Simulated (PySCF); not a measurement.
B(NMe2)(OH)(SH) (C2H8BNOS), SMILES CN(C)B(O)S.

Geometry: PBE-D3(BJ)/def2-SVP. One conformer was computed; it need not be the lowest.

Calculation: PBE-D3(BJ)/def2-SVP run with PySCF.

Frequencies are harmonic and unscaled.

Computed normal modes with their intensities:
```tsv
mode	ν (cm⁻¹)	IR (km/mol)	moving atoms (share of kinetic energy)
1	78	0.7	C 34 %, H 31 %, O 18 %, S 16 %
2	140	1.5	H 72 %, N 18 %
3	168	6.9	H 75 %, C 11 %
4	192	0.4	H 86 %
5	228	3.0	H 43 %, C 22 %, S 18 %, O 9 %
6	260	11.3	H 51 %, N 33 %
7	322	11.0	O 36 %, C 27 %, H 24 %
8	378	54.3	H 57 %, S 16 %, C 12 %, O 10 %
9	391	52.3	H 52 %, S 21 %, O 14 %
10	410	2.5	C 34 %, H 28 %, N 14 %, O 10 %, S 9 %
11	536	6.3	B 74 %, N 12 %
12	598	11.6	O 32 %, C 24 %, H 13 %, B 12 %, S 10 %, N 9 %
13	783	22.2	H 84 %
14	868	48.9	H 46 %, B 25 %, C 23 %
15	1000	118.7	H 60 %, C 23 %, N 12 %
16	1051	9.8	H 74 %, C 24 %
17	1077	0.5	H 80 %, C 20 %
18	1124	143.1	H 45 %, B 28 %, C 15 %
19	1133	13.2	H 67 %, C 20 %, N 11 %
20	1227	21.6	N 46 %, C 25 %, H 13 %, B 10 %
21	1268	210.5	B 40 %, N 25 %, O 14 %, H 12 %, C 8 %
22	1377	6.0	H 85 %, C 13 %
23	1399	46.0	H 74 %, C 19 %
24	1403	13.4	H 93 %
25	1418	12.9	H 97 %
26	1419	34.2	H 85 %, B 9 %
27	1425	29.0	H 94 %
28	1525	227.7	N 35 %, H 32 %, B 31 %
29	2620	8.9	H 97 %
30	2916	43.9	H 97 %
31	2923	121.5	H 97 %
32	2971	82.0	H 91 %, C 9 %
33	2979	0.6	H 90 %, C 10 %
34	3068	9.7	H 91 %, C 9 %
35	3098	2.8	H 91 %, C 9 %
36	3798	66.1	H 94 %
```
